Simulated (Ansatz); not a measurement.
Compare A (`[SiH3][SiH2][SiH2][SiH2][GeH3]`) with its isomer B (`[SiH3][Ge]([SiH3])([SiH3])[SiH3]`).

Gas-phase electronic energies from Ansatz, PBE0-D4/def2-TZVP geometries. CBS: MP2 limit from def2 TZ/QZ plus the TZ coupled-cluster correction, frozen cores. Functionals use def2-TZVPP. B3LYP here is the variant with VWN-RPA as its local correlation; programs differ in this. For Ge outer-core shells are correlated without core-valence functions, which leaves a few kJ/mol of doubt a bond. Scalar relativity is left out up to krypton. One conformer a species, not always the lowest.

Problem. Which isomer does CCSD(T)/CBS put lower? Give the gap. (Best estimate.)

Solution. Computed: B, by 59.6 kJ/mol.

Problem. Give E(B) − E(A) in kJ/mol with BLYP-D4, B3LYP-D4, B2PLYP, ωB97M-V, MP2/def2-TZVPP, B3LYP, r2SCAN-D4. (Estimate.)

Solution. The calculation gave: BLYP-D4 -54.2, B3LYP-D4 -55.3, B2PLYP -60.3, ωB97M-V -59.4, MP2/def2-TZVPP -71.0, B3LYP -56.0, r2SCAN-D4 -49.9. None reverses the order clearly.

Largest T1 diagnostic: 0.013.

From PBE to PBE0 (25 % exact exchange), in def2-TZVPP and without D4, E(B) − E(A) moves by −3.0 kJ/mol. Leaving LDA and LC-ωPBE aside and taking each functional with its dispersion term where it has one, the values, not all of them listed here, spread over 34.7 kJ/mol, from B2PLYP to B97M-V. LDA lies +6.9 kJ/mol from PBE without D4.
